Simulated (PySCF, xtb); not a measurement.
C4H10OSi, SMILES [C@H]([SiH3])(C=C)CO.

GFN2-xTB run with xtb at its own geometry gives an orbital gap of 4.65 eV and a dipole moment of 1.09 D.

Coordinates come from a PBE0-D3(BJ)/def2-SVP optimisation. The structure was generated by enumeration; whether it is a known compound was not checked. The values are those of a single conformer.

### Question
What does PySCF with M06-2X/def2-TZVP give? (The exact figures need the calculation; the answer reports its results.)

### Answer
gap 9.07 eV (levels -8.38 and 0.68 eV), dipole 1.59 D.
